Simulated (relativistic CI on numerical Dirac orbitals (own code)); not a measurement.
# Slater and spin-orbit integrals, Ce³⁸⁺

Calculated at this level of theory: Dirac-Coulomb-Breit CI, separate exchange-only KLI orbitals for each configuration, a model potential for QED, unscaled Slater integrals (own radial code, finite nucleus).

Slater integrals F^k, G^k are unscaled and averaged over j, outside the closed core [Ne]; ζ comes from projecting the Hamiltonian with its Breit term on Σ l·s of the shell.

- 3s²3p⁶3d²: F^2(3d,3d) = 453800, F^4(3d,3d) = 293250, ζ(3d) = 75445 cm⁻¹; <r>(3d) = 0.2254, <r^2>(3d) = 0.05886 (bohr units).
- 3s²3p⁵3d³: ζ(3p) = 560020, F^2(3d,3d) = 452950, F^4(3d,3d) = 292690, F^2(3p,3d) = 391460, G^1(3p,3d) = 416150, G^3(3p,3d) = 278390, ζ(3d) = 74624 cm⁻¹; <r>(3p) = 0.2536, <r^2>(3p) = 0.07431, <r>(3d) = 0.2258, <r^2>(3d) = 0.05907 (bohr units).
- 3s3p⁶3d³: F^2(3d,3d) = 452590, F^4(3d,3d) = 292450, G^2(3s,3d) = 313910, ζ(3d) = 75041 cm⁻¹; <r>(3s) = 0.2598, <r^2>(3s) = 0.07694, <r>(3d) = 0.226, <r^2>(3d) = 0.05916 (bohr units).

Question: Give the Racah parameters of the d shell in 3s²3p⁶3d².

Answer: B = F²/49 − 5F⁴/441 = 5936 cm⁻¹ and C = 35F⁴/441 = 23274 cm⁻¹.

Averages of the first 10 configurations, taken without configuration mixing, which lowers the lowest level and can move excited configurations by several eV; other configurations of the list can lie among them:

| Configuration | Parity | States | Average energy above the lowest level (eV) |
| --- | --- | --- | --- |
| 3s²3p⁶3d² | even | 45 | 33.2 |
| 3s²3p⁵3d³ | odd | 720 | 289.5 |
| 3s3p⁶3d³ | even | 240 | 512.7 |
| 3s²3p⁶3d4s | even | 20 | 1114.4 |
| 3s²3p⁶3d4p | odd | 60 | 1197.4 |
| 3s²3p⁶3d4d | even | 100 | 1299.9 |
| 3s²3p⁵3d²4s | odd | 540 | 1362.8 |
| 3s²3p⁶3d4f | odd | 140 | 1383.5 |
| 3s²3p⁵3d²4p | even | 1620 | 1446.0 |
| 3s²3p⁵3d²4d | odd | 2700 | 1548.0 |
